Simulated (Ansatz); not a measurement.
`C[SiH](O)Cl` + `CO[SiH](Cl)I` → `CO[Si@H](Cl)[Si@H](O)Cl` + `CI`  (formal exchange of groups at the Si–C bond)

Calculated with Ansatz (gas phase, PBE0-D4/def2-TZVP geometries, no zero-point term in ΔE). CBS: MP2 limit from def2 TZ/QZ plus the TZ coupled-cluster correction, frozen cores. Functionals use def2-TZVPP. B3LYP here is the variant with VWN-RPA as its local correlation; programs differ in this. Elements past krypton have def2 core potentials. For I outer-core shells are correlated without core-valence functions, which leaves a few kJ/mol of doubt a bond. One conformer a species, not always the lowest.

`C[SiH](O)Cl`:

```xyz
9

C    -0.250   -0.501   -1.048
Si   -0.213    0.443    0.545
O     1.282    0.974    0.947
Cl   -0.934   -0.805    2.024
H    -1.272   -0.805   -1.288
H     0.128    0.120   -1.864
H     0.364   -1.403   -0.986
H    -1.063    1.650    0.518
H     1.958    0.326    1.153
```

`CO[SiH](Cl)I`:

Cartesian coordinates in Å:
```
C -1.244 0.639 -0.387
O -0.555 -0.337 0.373
Si 1.034 -0.634 0.270
Cl 2.102 1.079 0.616
I 1.545 -2.304 1.938
H -0.880 1.644 -0.154
H -1.132 0.459 -1.461
H -2.301 0.574 -0.128
H 1.431 -1.121 -1.066
```

`CO[Si@H](Cl)[Si@H](O)Cl`:

Cartesian coordinates in Å:
```
C -2.035 0.688 0.892
O -0.818 0.471 0.204
Si 0.185 -0.798 0.464
Cl 0.968 -0.723 2.373
Si 1.842 -0.415 -1.145
O 1.949 1.201 -1.378
Cl 1.223 -1.396 -2.852
H -2.669 -0.204 0.867
H -1.846 0.961 1.935
H -2.561 1.507 0.401
H -0.561 -2.081 0.390
H 3.201 -0.899 -0.831
H 1.123 1.689 -1.319
```

`CI`:

Z-matrix (Å, degrees):
```
C
I 1 2.129
H 1 1.086 2 107.7
H 1 1.086 2 107.7 3 120.0
H 1 1.086 2 107.7 3 -120.0
```

| level | ΔE (kJ/mol) | difference from CCSD(T)/CBS |
| --- | --- | --- |
| PBE-D4 | 134.2 | -15.8 |
| r2SCAN-D4 | 150.3 | 0.3 |
| PBE0-D4 | 144.0 | -6.0 |
| B3LYP-D4 | 140.1 | -9.9 |
| ωB97X-V | 146.3 | -3.7 |
| ωB97M-V | 154.9 | 4.9 |
| B2PLYP | 147.5 | -2.5 |
| PBE | 135.1 | -14.9 |
| r2SCAN | 151.2 | 1.2 |
| PBE0 | 145.1 | -4.9 |
| B3LYP | 141.1 | -8.9 |
| HF/def2-TZVPP | 155.8 | 5.8 |
| MP2/def2-TZVPP | 159.2 | 9.2 |
| SCS-MP2/def2-TZVPP | 151.5 | 1.5 |
| CCSD/def2-TZVPP | 147.7 | -2.3 |
| CCSD(T)/def2-TZVPP | 145.6 | -4.4 |
| HF/def2-QZVPP | 156.5 | 6.5 |
| MP2/def2-QZVPP | 161.9 | 11.9 |
| SCS-MP2/def2-QZVPP | 154.2 | 4.2 |
| HF/CBS(def2) | 156.6 | 6.6 |
| MP2/CBS(def2) | 163.5 | 13.5 |
| CCSD/CBS(def2) | 152.0 | 2.0 |
| CCSD(T)/CBS | 150.0 | 0 |

Largest T1 diagnostic among the species: 0.011.

From PBE to PBE0 (25 % exact exchange), in def2-TZVPP and without D4, ΔE moves by +10.0 kJ/mol.
